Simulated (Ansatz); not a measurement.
Cd2O3H2. Charge 0, multiplicity 1. Geometry r2SCAN-D4/def2-SVP.

```xyz
7

Cd    0.860    1.360    0.698
Cd   -1.195   -0.504   -1.188
O    -0.696    1.252   -0.484
O    -1.725   -2.179   -2.068
O     2.477    1.618    1.783
H     2.343    1.261    2.673
H    -2.063   -2.808   -1.414
```

In the def2 sets Cd takes a core potential; there is no spin–orbit coupling. HSE06 is defined as in plane-wave codes, on full-range PBE exchange. The structure comes from a short search, and lower isomers may exist.

**Question.** Estimate the orbital energies around the gap (eV) in Ansatz with r2SCAN-D4/def2-TZVPD, PBE0-D4/def2-SVP, PBE0-D4/def2-TZVPD, HSE06-D4/def2-TZVP, CAM-B3LYP-D4/def2-TZVP.

**Answer.** 
```csv
orbital,r2SCAN-D4/def2-TZVPD,PBE0-D4/def2-SVP,PBE0-D4/def2-TZVPD,HSE06-D4/def2-TZVP,CAM-B3LYP-D4/def2-TZVP
HOMO−5,-8.08,-8.88,-9.21,-8.71,-10.63
HOMO−4,-7.77,-8.54,-8.91,-8.40,-10.25
HOMO−3,-7.49,-8.31,-8.65,-8.15,-10.05
HOMO−2,-6.88,-7.81,-8.16,-7.66,-9.60
HOMO−1,-6.84,-7.70,-8.04,-7.55,-9.41
HOMO,-6.62,-7.50,-7.85,-7.36,-9.25
LUMO,-2.70,-1.82,-2.09,-2.37,-1.16
LUMO+1,-1.30,-0.40,-0.74,-0.96,0.25
LUMO+2,-0.82,-0.26,-0.45,-0.75,0.30
LUMO+3,-0.64,-0.13,-0.30,-0.60,0.43
LUMO+4,-0.01,0.51,0.35,0.07,1.12
LUMO+5,0.51,0.98,0.81,0.54,1.58
```
